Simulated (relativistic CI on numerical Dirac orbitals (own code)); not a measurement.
**Mn⁶⁺ in a cubic cluster: 2p photoemission with charge transfer**

Computed with a charge-transfer multiplet model of a cubic metal-ligand cluster with up to 2 ligand holes, Slater and spin-orbit integrals from Dirac-Coulomb-Breit ions, Slater integrals scaled by 0.9. The parameters are those of a tetrahedral site (10Dq negative, t2 hopping the larger). The ground state mixes d1 with configurations of k ligand holes L, whose averages lie at kΔ + k(k − 1)U_dd/2; a core hole lowers each added d electron by U_cd. 300 K, Lorentzian 0.6 eV and Gaussian 0.8 eV FWHM.

Atomic integrals in eV (Slater integrals scaled, ζ unscaled), ground: F2dd 11.938, F4dd 7.546, zeta_d 0.064; with the core hole: F2dd 11.938, F4dd 7.546, zeta_d 0.092, zeta_core 6.783, F2cd 8.752, G1cd 7.048, G3cd 4.019. Where a configuration has fewer than two d electrons, the dd integrals are those of d2.

Cluster parameters (eV): Δ = -0.7, U_dd = 6.6, 10Dq = -0.35, 10Dq(ligand) = 0, V(eg) = 1.65, V(t2g) = -2.8, final-state hopping factor = 1.

```tsv
Case	n_d	d1	d2L	d3L2	S
U_cd = 7.1 eV	1.99	0.22	0.57	0.21	0.50
U_cd = 8.3 eV	1.99	0.22	0.57	0.21	0.50
U_cd = 9.5 eV	1.99	0.22	0.57	0.21	0.50
```

Weights, n_d and S are thermal averages at 300 K. Binding energies count from the first peak over 30 % of the highest in each spectrum, which can be another peak from case to case. The parameters are a model scan and need not match a compound or its usual spin state. Peaks in eV (height, largest 100):
- U_cd = 7.1 eV: 0.0 (100), 3.9 (13), 11.8 (49), 15.1 (14)
- U_cd = 8.3 eV: 0.0 (100), 3.8 (14), 7.5 (10), 11.8 (49), 15.1 (13), 16.5 (14), 27.9 (6)
- U_cd = 9.5 eV: 0.0 (100), 3.6 (14), 7.0 (10), 9.4 (14), 11.9 (48), 14.9 (13), 16.9 (15), 28.4 (7)

For the case U_cd = 8.3 eV, Δ = -0.7 eV is smaller than U_dd = 6.6 eV, the charge-transfer side of the Zaanen-Sawatzky-Allen scheme (negative Δ: between configuration averages a ligand hole costs less than the nominal valence; multiplet and field energies can change this for the lowest states). With the core hole the configuration with one ligand hole lies at Δ − U_cd = -7.8, -9.0, -10.2 eV from the one without, in the order of the table; where this is negative the screened configuration lies lower, though the effective hopping of about 7.0 eV (from the holes of the mixed ground state) mixes the two strongly wherever it is as large as the gap.

With at most 2 ligand holes the space is cut while the next configuration still counts, so covalency is underestimated, and a final configuration with one more ligand hole, which can lie low, is missing from the spectra.
